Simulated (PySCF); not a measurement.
Compound: C2H2B2Cl2F2.
Cartesian coordinates in Å at the PBE0-D3(BJ)/def2-SVP level; atoms count from 1:
```
atom  x, y, z in Å
C1    -0.5768   -1.2928   -0.0042
C2    -0.0052   -0.0683   -0.0154
B3     1.5527   -0.0297    0.0216
F4     2.2442   -1.1382    0.2279
F5     2.2514    1.0653   -0.1850
B6    -0.9051    1.2001   -0.0337
Cl7   -2.5946    1.1086   -0.5104
Cl8   -0.2934    2.7610    0.4651
H9    -1.6639   -1.4232   -0.0490
H10    0.0271   -2.2051    0.0567
```

Jobs on this species (10 atoms, 76 electrons) with PySCF (density fitting). Hardware of each: an Arm Neoverse V1 with one thread, on a shared host. Other jobs ran on the host; a repeat could differ by tens of per cent or more. Peak memory is the resident size of the whole Python process, interpreter and libraries included.

| level and settings | work | basis functions | SCF cycles | wall time | peak memory |
| --- | --- | --- | --- | --- | --- |
| delta-SCF UKS SCAN, def2-TZVP on the ionised atom, pcseg-1 elsewhere, spin-free X2C | ΔSCF core ionisation, 7 holes | 149 | ? | ? | ? |
| delta-SCF UKS SCAN, pcX-2 on the ionised atom, pcseg-1 elsewhere, spin-free X2C | ΔSCF core ionisation, 7 holes | 172 | 125 | 42 s | 0.68 GiB |
| delta-SCF UKS SCAN, pcX-1 on the ionised atom, pcseg-1 elsewhere, spin-free X2C | ΔSCF core ionisation, 7 holes | 152 | 189 | 48 s | 0.53 GiB |
| delta-SCF UKS PBE, pcX-2 on the ionised atom, pcseg-1 elsewhere, spin-free X2C | ΔSCF core ionisation, 7 holes | 172 | 120 | 26 s | 0.67 GiB |
| delta-SCF UKS PBE0, pcX-2 on the ionised atom, pcseg-1 elsewhere, spin-free X2C | ΔSCF core ionisation, 7 holes | 172 | 107 | 63 s | 0.80 GiB |
| PBE0-D3(BJ)/def2-SVP, grid level 1 | geometry optimisation from a GFN2-xTB start shaken at random | 130 | 63 | 61 s | 0.60 GiB |
| delta-SCF UKS HF, pcX-2 on the ionised atom, pcseg-1 elsewhere, spin-free X2C | ΔSCF core ionisation, 7 holes | 172 | 107 | 46 s | 0.71 GiB |
| delta-SCF UKS SCAN, pcX-2 on the ionised atom, pcseg-1 elsewhere, non-relativistic | ΔSCF core ionisation, 7 holes | 172 | 126 | 41 s | 0.64 GiB |

**Question.** Fill in the missing figures.

**Answer.** 
- delta-SCF UKS SCAN, def2-TZVP on the ionised atom, pcseg-1 elsewhere, spin-free X2C; ΔSCF core ionisation, 7 holes: 39 s, 0.52 GiB, 124 SCF cycles

**Question.** What do all jobs in the table cost together?

**Answer.** About 6.1 min; the longest takes about 17 % of that, and about 2.4 times as long as the shortest.
